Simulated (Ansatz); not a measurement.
Consider the ligand exchange at a Ga–N bond: `[NH2][GaH][SiH3]` + H–F → `[F][GaH][SiH3]` + NH₃.

Computed with Ansatz on PBE0-D4/def2-TZVP structures; ΔE is electronic, products minus reactants. CBS: MP2 limit from def2 TZ/QZ plus the TZ coupled-cluster correction, frozen cores. This one scheme is used for every species. Functionals use def2-TZVPP. For Ga outer-core shells are correlated without core-valence functions, which leaves a few kJ/mol of doubt a bond. Scalar relativity is left out up to krypton. One conformer a species, not always the lowest.

`[NH2][GaH][SiH3]`:

Cartesian coordinates in Å:
```
N 1.182 -0.422 -1.524
Ga 0.876 -0.285 0.261
Si -1.308 0.452 0.939
H 2.056 -0.720 -1.926
H 0.499 -0.210 -2.231
H 2.085 -0.668 1.181
H -1.979 -0.575 1.786
H -2.189 0.724 -0.230
H -1.223 1.703 1.745
```

H–F:

```xyz
2

F     0.374   -0.249    0.099
H    -0.374    0.249   -0.099
```

`[F][GaH][SiH3]`:

Z-matrix (Å, degrees):
```
Si
Ga 1 2.406
H 1 1.487 2 109.6
H 1 1.487 2 109.4 3 119.3
H 1 1.487 2 111.2 3 -120.5
F 2 1.766 1 112.7 3 -56.8
H 2 1.565 1 135.0 3 123.4
```

NH₃:

Z-matrix (Å, degrees):
```
N
H 1 1.013
H 1 1.013 2 107.1
H 1 1.013 2 107.1 3 -114.5
```

**Question.** Is it downhill or uphill in electronic energy at CCSD(T)/CBS, and by how much? (Best estimate.)

**Answer.** The calculation gave: Downhill: ΔE = -37.9 kJ/mol.

**Question.** What do these levels give: revPBE-D4, r2SCAN-D4, r2SCANh-D4, B2PLYP, revPBE, BHLYP? (Estimate.)

**Answer.** The calculation gave: revPBE-D4 -46.9, r2SCAN-D4 -51.3, r2SCANh-D4 -50.0, B2PLYP -52.1, revPBE -55.0, BHLYP -57.7 kJ/mol.

**Question.** What do rigid-rotor, harmonic-oscillator terms from PBE0-D4/def2-TZVP frequencies (298.15 K, 1 bar) make of the CCSD(T)/CBS value? (An estimate is asked.)

**Answer.** Ansatz gave: ΔZPE = +3.3 kJ/mol, ΔH = -35.1 kJ/mol, ΔS = 16 J/(mol·K), ΔG = -39.9 kJ/mol. Modes under 50 cm⁻¹ make the entropy rough.

Largest T1 diagnostic among the species: 0.015.

Leaving LDA and LC-ωPBE aside and taking each functional with its dispersion term where it has one, the values, not all of them listed here, spread over 14.5 kJ/mol, from B97M-V to PBE-QIDH. LDA lies +14.8 kJ/mol from PBE without D4. The D4 term adds +5.7 kJ/mol with B3LYP and +3.1 kJ/mol with PBE0; it sums over pairs of atoms, weighted by their polarisabilities, and B3LYP, whose exchange is more repulsive, gets the larger term.

B3LYP here is the variant with VWN-RPA as its local correlation; programs differ in this.
